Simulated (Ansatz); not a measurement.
Species: CuF, charge 0, multiplicity 1. SMILES: [F][Cu]
Geometry: optimised at B3LYP-D3(BJ)/def2-TZVP (Ansatz, a quantum-chemistry and plane-wave program).

Wanted: vertical electron affinity (to the doublet state of charge -1; a negative value means that the extra electron is unbound and the number depends on the basis; each state is the SCF solution reached for its spin; for the doublet T1 is 0.045; for the singlet T1 is 0.036), in eV. Valence correlation only, unless marked. UHF or UKS for open shells. No spin-orbit coupling. The frozen core is the preceding noble-gas configuration, with the filled d and f shells of earlier blocks. No relativistic terms. Anions need diffuse functions: def2-D sets add few. CBS marks a two-point X^-3 extrapolation of the correlation energy; Hartree-Fock from the larger set.

```
level                                 program  vertical electron affinity (eV)
------------------------------------  -------  -------------------------------
SVWN5/def2-TZVPD                       Ansatz                             1.46
PBE/def2-TZVPD                         Ansatz                             1.31
PBE0/def2-TZVPD                        Ansatz                             1.18
BHLYP/def2-TZVPD                       Ansatz                             1.01
CAM-B3LYP/def2-TZVPD                   Ansatz                             1.25
wB97X-V/def2-TZVPD                     Ansatz                             1.02
wB97X/def2-TZVPD                       Ansatz                             1.03
CCSD/def2-SVPD                         Ansatz                             0.76
CCSD/def2-QZVPPD                       Ansatz                             0.98
CCSD/CBS(def2-TZVPPD,def2-QZVPPD)      Ansatz                             1.01
CCSD(T)/def2-SVPD                      Ansatz                             0.83
CCSD(T)/def2-TZVPPD                    Ansatz                             1.03
CCSD(T)/def2-QZVPPD                    Ansatz                             1.10
CCSD(T)/CBS(def2-TZVPPD,def2-QZVPPD)   Ansatz                             1.13
```
